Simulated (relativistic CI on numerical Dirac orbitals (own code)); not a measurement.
Zr VI: calculation against measurement

Method of calculation: Dirac-Coulomb-Breit CI, orbitals from a KLI potential per configuration, model QED, valence Slater integrals scaled by 0.85, P86 correlation estimate, and configurations built on the next ion tied to the tabulated ionisation energy (semi-empirical) (own radial code, finite nucleus).

Configuration list (outside the closed core [Ar] 3d10): 4s2 4p5, 4s2 4p4 4d, 4s2 4p4 5s, 4s2 4p4 5p, 4s2 4p4 5d, 4s2 4p4 6s, 4s2 4p4 4f, 4s2 4p4 5f, 4s 4p6, 4s2 4p3 4d2, 4s 4p5 4d, 4s 4p5 4f, 4p5 4d2, 4s2 4p3 4f2, 4p6 4d, 4s2 4p4 6p, 4s 4p4 4d2, 4s 4p5 5s, 4s2 4p3 4d 4f, 4s2 4p4 6d, 4s2 4p4 5g, 4s2 4p4 6f, 4s 4p5 5p, 4s2 4p3 4d 5s. Levels of other configurations are missing.

```csv
Configuration,Term (tabulated),J,Measured (cm⁻¹),Computed,Error,Purity (%)
4s2 4p5,2P°,3/2,0.0,0,0,98
4s2 4p5,2P°,1/2,15602.8,15421,-182,98
4s 4p6,2S,1/2,191570.7,196223,4653,72
4s2 4p4 4d,4D,5/2,248940.1,242371,-6569,86
4s2 4p4 4d,4D,7/2,249322.9,242812,-6511,89
4s2 4p4 4d,4D,3/2,250017.6,243373,-6645,82
4s2 4p4 4d,4D,1/2,251818.7,245109,-6710,78
4s2 4p4 4d,4F,9/2,261642.9,254946,-6696,89
4s2 4p4 4d,4F,7/2,266145.4,259178,-6968,61
4s2 4p4 4d,4F,5/2,271374.4,264645,-6729,91
4s2 4p4 4d,4P,1/2,272091.3,263093,-8998,92
4s2 4p4 4d,4P,5/2,278742.2,269749,-8994,79
4s2 4p4 4d,2G,7/2,285967.1,279262,-6706,73
4s2 4p4 4d,2G,9/2,286411.5,279897,-6514,89
4s2 4p4 4d,2F,5/2,287142.4,279115,-8027,79
4s2 4p4 4d,2F,5/2,299608.7,290086,-9523,87
4s2 4p4 4d,2F,7/2,303517.2,293894,-9623,94
4s2 4p4 4d,2D,3/2,319336.2,310754,-8583,89
4s2 4p4 4d,2S,1/2,334694.9,329381,-5314,66
4s2 4p4 4d,2D,5/2,343709.5,337385,-6324,94
4s2 4p4 4d,2D,3/2,358168.1,352244,-5924,85
4s2 4p4 5s,4P,5/2,364827.1,369178,4351,92
4s2 4p4 5s,4P,1/2,377452.0,381848,4396,90
4s2 4p4 5s,4P,3/2,379776.7,384404,4628,59
4s2 4p4 5s,2P,1/2,384781.4,389722,4940,93
4s2 4p4 5s,2D,5/2,393555.3,398646,5091,92
4s2 4p4 5s,2D,3/2,394195.5,399300,5104,87
4s2 4p4 5p,4P°,3/2,421258.0,424461,3203,62
4s2 4p4 5p,4P°,5/2,421991.2,425099,3108,70
4s2 4p4 5s,2S,1/2,423223.5,428271,5048,84
4s2 4p4 5p,2D°,5/2,427118.7,430430,3311,62
4s2 4p4 5p,4D°,7/2,427649.1,430811,3162,90
4s2 4p4 5p,4D°,1/2,436859.1,440144,3285,62
4s2 4p4 5p,4D°,5/2,440554.9,443768,3213,60
4s2 4p4 5p,2S°,1/2,444340.1,447776,3436,66
4s2 4p4 5p,2F°,5/2,449730.7,453559,3828,84
4s2 4p4 5p,2F°,7/2,452999.9,456771,3771,89
4s2 4p4 5p,2P°,3/2,455878.2,459314,3435,71
4s2 4p4 5p,2D°,3/2,459077.6,462635,3558,72
4s2 4p4 5p,2D°,5/2,459580.8,463204,3623,92
4s2 4p4 5p,2P°,1/2,464724.0,468009,3285,97
4s2 4p4 5d,4D,5/2,514465.3,516953,2488,71
4s2 4p4 5d,4D,7/2,514487.0,517026,2539,74
4s2 4p4 5d,4D,3/2,515170.7,517625,2454,59
4s2 4p4 5d,2F,7/2,518061.5,521023,2961,64
4s2 4p4 5d,4F,3/2,528976.1,531815,2839,62
```

Measured levels from measured levels as listed in Rauch et al., Astron. Astrophys. 599, A142 (2017); pairs were made by configuration, J and term (by order where the table uses no LS term), so strongly mixed levels may be paired wrongly.

Mean error by configuration (cm⁻¹): 4s2 4p5 -182; 4s 4p6 4653; 4s2 4p4 4d -7298; 4s2 4p4 5s 4794; 4s2 4p4 5p 3401; 4s2 4p4 5d 2656. Over the excited levels the mean absolute error is 5050 cm⁻¹ (45 of the 69 excited levels that our extract of the source holds in range could be paired, and the others can miss by more), and the median relative error of those above 1,000 cm⁻¹ is 1.2 %.
